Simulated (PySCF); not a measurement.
Coordinates in bohr (charge -1 multiplicity 4):
```
Tc    0.0000    0.0000    0.0016
H     0.0000    0.0000    3.0736
H     3.1809    0.0000   -0.8070
H     0.0000    3.1809   -0.8070
H    -3.1809    0.0000   -0.8070
H     0.0000   -3.1809   -0.8070
```

All numbers come from UPBE0 in PySCF with Tc def2-TZVPD with ECP28, H def2-TZVPD; scalar-relativistic core potentials, no spin–orbit coupling; density-fitted integrals.

This geometry of [TcH5]- is a stationary point at this level.

Task: What is the point group?

Result: C4v.

Task: Is it a minimum?

Result: No: it has 2 imaginary modes (one degenerate set), at 356i cm⁻¹ (e).

Task: List the harmonic modes with their infrared intensities.

Result: 
| symmetry | ω (cm⁻¹) | IR (km/mol, summed over degenerate members) | type |
| --- | --- | --- | --- |
| e | 356i | – | bend |
| e | 181 | 2.0 | bend |
| b1 | 596 | 0.0 | bend |
| a1 | 599 | 52.1 | bend |
| b2 | 625 | 0.0 | bend |
| e | 1549 | 2195 | stretch |
| b1 | 1727 | 0.0 | stretch |
| a1 | 1786 | 155 | stretch |
| a1 | 2014 | 201 | stretch |

Task: What are the dipole moment and the gap between the highest occupied and lowest empty levels of either spin?

Result: 0.42 D about the centre of mass and 3.59 eV.

In C4v the vibrations span 3e + 2b1 + 3a1 + b2. The b1, b2 modes carry no infrared intensity, as symmetry demands.

This need not be the most stable arrangement of these atoms. Open d and f shells are described by one determinant, and the ground state may have another occupation or spin. The lowest empty level of this anion is unbound, so it and the gap depend on the basis. At this level a quartet minimum of C5v symmetry lies 53 kJ/mol below this structure.
